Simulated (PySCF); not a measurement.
Molecule: SMILES B(F)(F)CS[SiH3], CH5BF2SSi.

Cartesian coordinates in Å; atom numbers follow the order of the lines, from 1:
```xyz
11

F    -0.9761    1.7378   -0.0610
B    -1.4793    0.5674   -0.4156
F    -2.2012    0.6042   -1.5133
C    -1.1435   -0.7520    0.3595
S     0.3990   -1.3756   -0.4579
Si    1.8366    0.1527    0.0326
H    -0.9260   -0.6312    1.4181
H    -1.8683   -1.5507    0.2249
H     1.6027    0.5046    1.4279
H     1.6707    1.2930   -0.8577
H     3.0907   -0.5475   -0.1834
```

Frames of a GFN2-xTB Langevin trajectory at 600 K; GIAO PBE0/pcSseg-1 shieldings in PySCF 2.14, gas phase, non-relativistic; equivalent atoms averaged within each frame.

Scale: 19F (σ = 170.95 ppm) against CFCl3; 11B (σ = 100.07 ppm) vs BF3·OEt2; 13C (σ = 186.93 ppm) and 29Si (σ = 349.16 ppm) and 1H (σ = 31.72 ppm) against TMS; CS2 for 33S (σ = 503.73 ppm) (reference shieldings calculated alike). The references are static minima.

How do the shifts (ppm) fluctuate along the trajectory?

Answers


```
         time (fs)  F1/F3    B2    C4    S5    Si6  H9/H10/H11  H7/H8
optimised geometry  -82.4  23.0  12.7  -219  -50.3        4.55   1.90
               250  -57.0  24.0  11.6  -231  -48.4        4.11   1.67
               425  -53.6  27.1  27.4  -175  -28.2        4.92   2.69
               625  -61.0  26.1  16.0  -226  -62.8        3.91   2.48
               800  -70.3  23.5  13.3  -201  -40.7        5.09   3.30
              1000  -98.1  22.1  -0.2  -204  -33.0        5.20   0.41
    mean of frames  -68.0  24.6  13.6  -207  -42.6        4.64   2.11
standard deviation   18.0   2.0   9.9    23   13.6        0.59   1.11
```

5 frames give an uncertainty of the mean of about the standard deviation over 2.2 at best, since frames this close in time may not be independent; classical motion lacks zero-point vibration, and the reference would need the same averaging.
